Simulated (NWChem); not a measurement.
Molecule: CHAgO; SMILES [O+]#[C-]->[AgH]

```xyz
4

Ag    -0.4584     0.4808     0.0077
H     -0.8484     2.0736     0.0134
O      0.3198    -2.6252    -0.0035
C      0.0421    -1.5342     0.0005
```
Atoms are numbered in this order, from 1.

Results from NWChem. All runs use the structure optimised with PBE0/def2-SVP. def2 effective core potentials on Ag; no spin-orbit coupling. Ions are spin-unrestricted doublets at the neutral geometry; other ion states weren't tried.

For level LDA (Slater exchange, VWN5)/def2-SVPD:

vertical ionisation energy, ΔSCF (eV): 9.45
−ε(HOMO) (eV): 6.06

### Question
What are these values for level B3LYP/def2-SVPD?

### Answer
The vertical ionisation energy, ΔSCF (eV) is 9.17. The −ε(HOMO) (eV) comes out as 6.63.
